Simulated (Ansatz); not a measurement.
Z-matrix (Å, degrees):
```
Ge
O 1 1.783
Si 1 2.396 2 109.8
O 1 1.783 2 110.3 3 -121.2
H 1 1.531 2 104.3 3 127.4
H 2 0.959 1 113.6 3 44.5
H 3 1.490 1 108.2 2 -60.2
H 3 1.485 1 110.5 2 -179.4
H 3 1.485 1 110.5 2 59.0
H 4 0.959 1 113.6 2 75.7
```

Total charge 0; spin multiplicity 1.

Task: List the B3LYP/def2-TZVPP orbital energies in eV (Ansatz). (An estimate is asked.)

Result: Ansatz gave: Occupied: -10850.81, -1799.26, -1355.10, -1206.01, -1206.01, -1206.00, -520.43, -520.43, -169.73, -143.84, -120.00, -119.99, -119.95, -99.15, -99.14, -99.14, -33.73, -33.63, -33.52, -33.49, -33.49, -27.06, -26.55, -16.03, -14.81, -13.40, -11.67, -10.58, -10.14, -9.93, -9.57, -9.32, -8.49, -7.72. Lowest empty: -0.61, -0.35, 0.07, 0.48, 1.48, 1.59, 1.91, 2.08.

B3LYP here is the variant with VWN-RPA as its local correlation; programs differ in this.
